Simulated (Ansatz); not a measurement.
Ansatz (an electronic-structure program) input:
A basis named .json is the Basis Set Exchange file of that set.

Ansatz 0.2 input:
```yaml
crystal:
  periodic: [false, false, false]
  atoms:
    - {symbol: Cl, position_ang: [-1.84341049, 0.92876352, -0.03675160]}
    - {symbol: Sn, position_ang: [-0.01835482, -0.53086366, 0.03414340]}
    - {symbol: Cl, position_ang: [1.90307311, 0.79681676, -0.07423203]}
    - {symbol: H, position_ang: [-0.06613417, -1.48902550, -1.36867364]}
    - {symbol: H, position_ang: [-0.03038932, -1.30265608, 1.54822539]}
basis:
  gaussian:
    orbitals: def2-TZVPPD.json
magnetization: {spin_polarized: false}
correlation: {method: ccsd_t, electrons: outside_noble_gas}
```

Which total energy does the run end on?

-1134.18044 Eh (CCSD(T)/def2-TZVPPD). The basis has 192 functions.
